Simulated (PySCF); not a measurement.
**Ionising LiTe**

PBE; basis Li def2-SVPD, Te def2-SVPD with ECP28; scalar-relativistic core potentials; PySCF 2.14. Neutral (UKS): doublet (π ↑), Re = 2.494 Å, ωe = 446 cm⁻¹, De = 2.64 eV, HOMO -4.15 eV, LUMO -4.10 eV.

LiTe⁻ (UKS): singlet (closed shell), Re = 2.404 Å, ωe = 488 cm⁻¹, De = 2.16 eV to Li + Te⁻. The energies at the minima are -275.51617 hartree for LiTe and -275.57486 for LiTe⁻.

Q: Work out the adiabatic electron affinity, without and with harmonic zero-point energies (1 hartree = 27.2114 eV, 1 eV = 8065.5 cm⁻¹), and the change of the bond length.

A: At PBE: 0.05869 hartree = 1.597 eV between the minima; the zero-point term (446.0 − 488.0)/2 cm⁻¹ = -0.003 eV makes it 1.594 eV. Re changes by -9.0 pm against the neutral. The electron enters a π orbital; in so polar a molecule the change of length follows mostly from the change of the ionic charges.

These are scalar-relativistic numbers at best; spin–orbit coupling would shift them, the dissociation energy most. For an ion De counts to the pair picked by the measured ionisation energies or electron affinities, which need not be the lowest pair at this level. The highest Kohn–Sham level is positive in this anion. Much of that is self-interaction error, but it also means that the finite basis helps to hold the extra electron. States were picked by a PBE0 search and need not be the measured ground states.
